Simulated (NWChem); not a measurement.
System: MnHSF, sextet; SMILES [Mn]([F])[SH]

Here is an NWChem input.

```
start job
memory heap 200 mb stack 900 mb global 1100 mb
geometry units angstroms noautoz
  Mn    -0.174797    -0.459647     0.000000
  F     -0.272709    -2.239187     0.000000
  S     -0.061761     1.815944     0.000000
  H     -1.408233     1.958414     0.000000
end
basis spherical
  * library def2-svp
end
dft
  odft
  mult 6
  xc slater pw91lda
  iterations 150
  mulliken
end
task dft energy
```

In the optimisation the excess spin sits in a' and a" (Cs, its own frame). Structure relaxed at the PBE0/def2-SVP, spin-unrestricted level. The spin multiplicity was typed, not searched, and may not be the lowest. No stability test was run on the SCF state.

Problem. Predict the main results of this run. (LDA (Slater exchange, PW92)/def2-SVP, spin-unrestricted.) Quantities: energy (Ha); highest occupied level (eV); lowest empty minus highest occupied level, either spin (eV); dipole (D); <S²>.

Solution. 
```yaml
energy (Ha): -1644.98
highest occupied level (eV): -5.54
lowest empty minus highest occupied level, either spin (eV): 1.47
dipole (D): 0.82
"<S²>": 8.76
```
